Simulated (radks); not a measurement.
Spherical quantum dot in the effective-mass picture: electrons in a hard-walled sphere of radius 2, with a point charge +1 (a donor) at the centre, all in effective atomic units (hartree* = m*/eps^2 hartree, bohr* = eps/m* bohr), one dielectric constant everywhere. Method: non-relativistic Kohn-Sham, exchange-only LDA, spin-polarised, spherical densities; computed with a radial shooting solver with Libxc functionals. Levels are named by radial order and angular momentum (1s, 1p, 1d, 2s, ...), and open shells are averaged over m. Results are scaled to m* = 0.031 and eps = 10.8, for which hartree* = 7.232 meV and bohr* = 18.44 nm. Each electron was tried in the lowest free levels, single moves between levels near the top were tried too, and the lowest total energy was kept; such a search can miss a lower state. At N = 1 the Hartree and exchange-correlation terms need not cancel, so that row can carry a self-interaction error.

N,open shells,2S,E (meV),mu = E(N) - E(N-1) (meV),addition energy mu(N+1) - mu(N) (meV),e(HOMO) (meV),rms radius (nm)
1,"1s(up 1, down 0)",1,-0.358290,-0.35829,7.280,2.3180,17.39
2,none,0,6.56391,6.9222,15.64,9.3611,18.20
3,"1p(up 1, down 0)",1,29.1220,22.558,4.649,24.839,20.00
4,"1p(up 2, down 0)",2,56.3287,27.207,4.806,29.596,20.92
5,"1p(up 3, down 0)",3,88.3418,32.013,6.595,34.438,21.53
6,"1p(up 3, down 1)",2,126.950,38.608,4.487,40.807,21.99
7,"1p(up 3, down 2)",1,170.044,43.095,4.653,45.406,22.35
8,none,0,217.791,47.747,15.41,50.099,22.65
9,"1d(up 1, down 0)",1,280.950,63.159,4.469,65.386,23.05
10,"1d(up 2, down 0)",2,348.578,67.628,4.505,69.876,23.39
11,"1d(up 3, down 0)",3,420.712,72.133,4.526,74.394,23.67
12,"1d(up 4, down 0)",4,497.371,76.659,4.539,78.927,23.91
13,"1d(up 5, down 0)",5,578.569,81.198,6.095,83.470,24.13
14,"1d(up 5, down 1)",4,665.861,87.292,4.388,89.479,24.32
15,"1d(up 5, down 2)",3,757.542,91.681,4.427,93.889,24.49
16,"1d(up 5, down 3)",2,853.650,96.108,4.450,98.330,24.65
17,"1d(up 5, down 4)",1,954.208,100.56,4.466,102.79,24.79
18,none,0,1059.23,105.02,11.15,107.26,24.92
19,"2s(up 1, down 0)",1,1175.41,116.18,7.159,119.09,24.83
20,none,0,1298.74,123.33,7.966,126.26,24.73
21,"1f(up 1, down 0)",1,1430.04,131.30,4.347,133.47,24.89
22,"1f(up 2, down 0)",2,1565.69,135.65,4.356,137.82,25.04
23,"1f(up 3, down 0)",3,1705.69,140.00,4.362,142.18,25.17
24,"1f(up 4, down 0)",4,1850.06,144.37,4.367,146.55,25.30
25,"1f(up 5, down 0)",5,1998.79,148.73,4.370,150.92,25.41
26,"1f(up 6, down 0)",6,2151.90,153.10,4.372,155.29,25.52
27,"1f(up 7, down 0)",7,2309.37,157.47,5.746,159.66,25.63
28,"1f(up 7, down 1)",6,2472.59,163.22,4.300,165.37,25.73
29,"1f(up 7, down 2)",5,2640.11,167.52,4.310,169.67,25.82
30,"1f(up 7, down 3)",4,2811.94,171.83,4.317,173.99,25.91
31,"1f(up 7, down 4)",3,2988.09,176.15,4.322,178.31,25.99
32,"1f(up 7, down 5)",2,3168.56,180.47,4.326,182.63,26.07
33,"1f(up 7, down 6)",1,3353.36,184.80,4.329,186.96,26.15
34,none,0,3542.48,189.13,18.54,191.50,26.22
35,"1g(up 1, down 0)",1,3750.15,207.67,4.261,209.80,26.30
36,"1g(up 2, down 0)",2,3962.08,211.93,4.264,214.06,26.38
37,"1g(up 3, down 0)",3,4178.27,216.19,4.266,218.32,26.46
38,"1g(up 4, down 0)",4,4398.73,220.46,4.268,222.59,26.53
39,"1g(up 5, down 0)",5,4623.45,224.73,4.270,226.86,26.60
40,"1g(up 6, down 0)",6,4852.45,229.00,4.271,231.13,26.67
41,"1g(up 7, down 0)",7,5085.72,233.27,4.272,235.40,26.73
42,"1g(up 8, down 0)",8,5323.26,237.54,-,239.67,26.80

All shells are closed at N = 2, 8, 18, 20, 34 (there: 1s2 1p6 1d10 2s2 1f14); the second difference of the energy has clear peaks (12 % above both neighbours; the first and last values, which can be the largest, are not judged, and half-filled shells can peak too) at N = 2, 5, 8, 13, 18, 27, 34.
